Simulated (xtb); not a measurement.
Harmonic IR lines of one isomer of C10H9BS, unscaled. Calculation: GFN2-xTB (xtb).

wavenumber (cm⁻¹): 813 (s), 832 (w), 841 (w), 847 (vw), 890 (w), 948 (vw), 1008 (w), 1040 (w), 1068 (m), 1084 (vw), 1229 (m), 1243 (m), 1332 (m), 1435 (vw), 1546 (vw), 1564 (s), 2639 (vs), 2672 (s), 3043 (w), 3083 (w), 3098 (w), 3112 (w), 3127 (w), 3134 (w), 3156 (w)

### Question
Which structure gives these lines?
A) `Bc1cc(C=C)c2ccsc2c1`
B) `Bc1cc(C=C)c2sccc2c1`
C) `Bc1cc2cc(C=C)ccc2s1`
D) `Bc1cc2ccc(C=C)cc2s1`

### Answer
B, `Bc1cc(C=C)c2sccc2c1`
